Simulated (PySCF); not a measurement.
Exercise with solution: oscillator strength and radiative lifetime

Mg(I)(SH) (HIMgS), SMILES [SH][Mg][I].

Geometry: B3LYP-D3(BJ)/def2-TZVP. The def2 effective core potentials stand for the cores of I; spin–orbit coupling is left out. One conformer was computed; it need not be the lowest.

TDDFT-B3LYP/def2-SVPD run with PySCF puts the first singlet state with f over 0.02 at 4.60 eV (vertical), with the transition dipole (0.523, -0.044, 0.000) in atomic units.

Q: Find the oscillator strength, the wavelength and the radiative lifetime that this transition would have in vacuum if emission retraced absorption.

A: 
|μ|² = 0.2755 au, so |μ| = 1.33 D. ΔE = 4.60/27.211 = 0.1690 hartree. f = (2/3) ΔE |μ|² = 0.031 (the program prints 0.031).
λ = 1239.84/4.60 = 270 nm; ν = 37101 cm⁻¹.
Einstein's coefficient A = 0.6670 ν² f s⁻¹ (ν in cm⁻¹) = 2.9e7 s⁻¹, so τ = 1/A = 35 ns. This state is S2; the lower singlet has f = 0.015. The figure is the radiative limit of this one transition; relaxation, internal conversion, crossing to triplets and a medium change what is measured.
